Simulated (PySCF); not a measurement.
Geometry:
```tsv
atom	x (Å)	y (Å)	z (Å)
C1	3.639	0.826	0.599
C2	2.456	0.406	1.049
C3	1.553	-0.556	0.344
C4	0.223	0.071	-0.090
C5	-0.725	-0.925	-0.792
Si6	-2.460	-0.168	-0.768
O7	-2.357	0.753	0.634
Si8	-0.816	0.884	1.289
H9	4.047	0.461	-0.350
H10	4.246	1.541	1.160
H11	2.092	0.800	2.009
H12	1.335	-1.408	1.015
H13	2.071	-0.978	-0.535
H14	0.450	0.895	-0.794
H15	-0.765	-1.868	-0.217
H16	-0.368	-1.190	-1.802
H17	-3.554	-1.176	-0.655
H18	-2.730	0.713	-1.945
H19	-0.730	0.128	2.578
H20	-0.481	2.315	1.541
```

Geometry: PBE0-D3(BJ)/def2-SVP; GIAO shifts from PySCF 2.14, gas phase, non-relativistic, averaged over equivalent atoms.

At PBE0/pcSseg-1 (210 basis functions, 73 s wall time on 1 thread of an Arm Neoverse N1, shared host):
```csv
atoms,δ (ppm)
C2,146.9
C1,123.7
C3,44.0
C4,25.9
C5,17.7
Si8,4.4
Si6,1.0
O7,33.6
H11,5.75
H9,5.42
H10,5.26
H20,5.15
H17,5.14
H18,5.00
H19,4.91
H13,2.40
H12,2.07
H14,1.12
H16,1.09
H15,0.77
```

References, each an isolated molecule treated in the same way: ¹³C (σref 184.41), ²⁹Si (σref 351.99), ¹H (σref 31.27) vs TMS; ¹⁷O (σref 334.56) against H2O.

Predict the values at mPW1PW91/pcSseg-1 on the same geometry.

Results:


| atoms | δ at mPW1PW91/pcSseg-1 | change |
| --- | --- | --- |
| C2 | 146.8 | -0.1 |
| C1 | 123.7 | +0.0 |
| C3 | 43.6 | -0.4 |
| C4 | 25.6 | -0.3 |
| C5 | 17.6 | -0.1 |
| Si8 | 4.0 | -0.4 |
| Si6 | 0.8 | -0.2 |
| O7 | 32.7 | -0.9 |
| H11 | 5.72 | -0.03 |
| H9 | 5.40 | -0.02 |
| H10 | 5.25 | -0.01 |
| H20 | 5.09 | -0.06 |
| H17 | 5.09 | -0.05 |
| H18 | 4.95 | -0.05 |
| H19 | 4.86 | -0.05 |
| H13 | 2.38 | -0.02 |
| H12 | 2.06 | -0.01 |
| H14 | 1.09 | -0.03 |
| H16 | 1.08 | -0.01 |
| H15 | 0.76 | -0.01 |

δ = σ(ref) − σ, references computed at the same level: TMS for ¹³C (σref 183.54), ²⁹Si (σref 350.83), ¹H (σref 31.32); H2O for ¹⁷O (σref 333.30).

The largest change is at O7 (oxygen bonded to 2 Si, in a 5-membered ring). Cost: 210 basis functions, 68 s wall time on 1 thread of an Arm Neoverse N1, shared host. The order of the carbon signals is the same at both levels.

Experimental scales use liquid or dissolved standards, which lie at an offset from isolated H2O (liquid H2O: subtract about 36 ppm).
